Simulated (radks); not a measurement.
All-electron atom: Ir4+ in [Kr] 4d10 4f14 5s2 5p5.75 5d5 6d0.25 (fractional occupations, a model configuration).

Calculated with a radial shooting solver on a logarithmic mesh with Libxc functionals: Dirac Kohn-Sham, BLYP, spin-unpolarised, spherical densities, point nucleus; open shells fill j = l - 1/2 first.

Energy parts (eV):
total: -485851.87
kinetic: 553909.24
electron-nucleus: -1216012.06
Hartree: 185729.36
exchange-correlation: -9478.41

Orbitals (lengths in bohr, moments of r in powers of bohr; <r^-3> diverges for s and p1/2):
orbital,occ.,eigenvalue (eV),<1/r>,<r^-3>
1s1/2,2,-76078.49,92.27,-
2s1/2,2,-13339.52,22.58,-
2p1/2,2,-12779.36,22.53,-
2p3/2,4,-11151.05,18.59,18750
3s1/2,2,-3157.349,8.287,-
3p1/2,2,-2906.683,8.199,-
3p3/2,4,-2550.152,7.175,4313
3d3/2,4,-2132.093,7.072,750.4
3d5/2,6,-2055.052,6.835,628.8
4s1/2,2,-712.0901,3.497,-
4p1/2,2,-606.3857,3.386,-
4p3/2,4,-522.0107,3.030,1022
4d3/2,4,-348.8808,2.823,158.1
4d5/2,6,-333.2212,2.739,129.5
4f5/2,6,-112.9505,2.336,25.80
4f7/2,8,-109.8221,2.303,24.54
5s1/2,2,-146.2694,1.403,-
5p1/2,2,-112.6924,1.281,-
5p3/2,3.75,-98.5894,1.158,169.0
5d3/2,4,-52.8118,0.8903,16.63
5d5/2,1,-51.1984,0.8648,13.45
6s1/2,0,-43.3621,0.5717,-
6p1/2,0,-34.9279,0.5027,-
6p3/2,0,-32.5478,0.4687,29.38
6d3/2,0.25,-21.5415,0.3620,3.192
6d5/2,0,-21.2262,0.3569,2.674

The highest occupied level is 6d3/2 at -21.542 eV. The configuration is held as typed, so some empty levels lie below it. The density falls to 0.001 e/bohr^3 at r = 3.45 bohr.
